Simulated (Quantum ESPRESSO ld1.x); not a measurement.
Problem. Species: Nb4+. Configuration: [Kr] 4d1. Method: Dirac Kohn-Sham, HCTH/120, spin-unpolarised, spherical densities, point nucleus; open shells fill j = l - 1/2 first; computed with ld1.x of Quantum ESPRESSO 7.5.

Spin-orbit splittings of the eigenvalues, e(l+1/2) - e(l-1/2), with zeta = 2 splitting/(2l+1) and mean radii in bohr:

| shell | occ. | splitting (eV) | zeta (eV) | <r> j=l-1/2 | <r> j=l+1/2 |
|---|---|---|---|---|---|
| 2p | 6 | 95.76 | 63.84 | 0.1346 | 0.1390 |
| 3p | 6 | 15.58 | 10.39 | 0.4376 | 0.4481 |
| 3d | 10 | 2.920 | 1.168 | 0.4289 | 0.4324 |
| 4p | 6 | 2.292 | 1.528 | 1.228 | 1.254 |
| 4d | 1 | ? | ? | 1.590 | 1.600 |

Estimate the 4d splitting.

Solution. 0.2741 eV (zeta = 0.1096 eV).
